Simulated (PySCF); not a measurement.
Molecule: `FB(F)c1ccco1`, C4H3BF2O.

Geometry:
| atom | x (Å) | y (Å) | z (Å) |
| --- | --- | --- | --- |
| F1 | 2.789 | -0.611 | 0.877 |
| B2 | 2.087 | 0.262 | 0.175 |
| F3 | 2.735 | 1.266 | -0.382 |
| C4 | 0.570 | 0.097 | 0.026 |
| C5 | -0.307 | -0.852 | 0.499 |
| C6 | -1.601 | -0.482 | 0.045 |
| C7 | -1.417 | 0.666 | -0.678 |
| O8 | -0.131 | 1.018 | -0.696 |
| H9 | -0.039 | -1.714 | 1.108 |
| H10 | -2.544 | -0.992 | 0.225 |
| H11 | -2.103 | 1.316 | -1.216 |

Spin–spin couplings on one PBE0-D3(BJ)/def2-SVP geometry, PySCF, gas phase, non-relativistic, equivalent pairs averaged (spin–dipole term only in couplings to heteroatoms); isotopes ¹⁹F, ¹¹B, ¹³C, ¹H; functional B3LYP.

Q: How do the couplings (Hz) change with the basis set? Times are CPU seconds on 1 thread of an Arm Neoverse V1, shared host. Far from the basis limit: pcJ-0, 6-31G*, def2-TZVP, cc-pVTZ.

A: 
```
basis set  functions  ¹J(F1,B2)  ¹J(C7,H11)  ¹J(C6,H10)  ¹J(C5,H9)  ¹J(B2,C4)  ¹J(C6,C7)  ¹J(C4,C5)  core-s
    pcJ-0        113     -225.9       192.1       174.1      172.3      106.5       55.4       47.8      15
   6-31G*        118      -23.3       195.0       172.0      172.8      138.7       87.7       78.2      19
def2-TZVP        266     -111.2       201.0       177.0      175.8      135.8       71.9       62.4      61
  cc-pVTZ        282     -126.1       190.2       167.7      166.1      126.9       79.3       69.2      68
```

The Fermi-contact term samples the wavefunction at the nucleus, which is why sets with added tight s functions (names with J) are made for couplings.
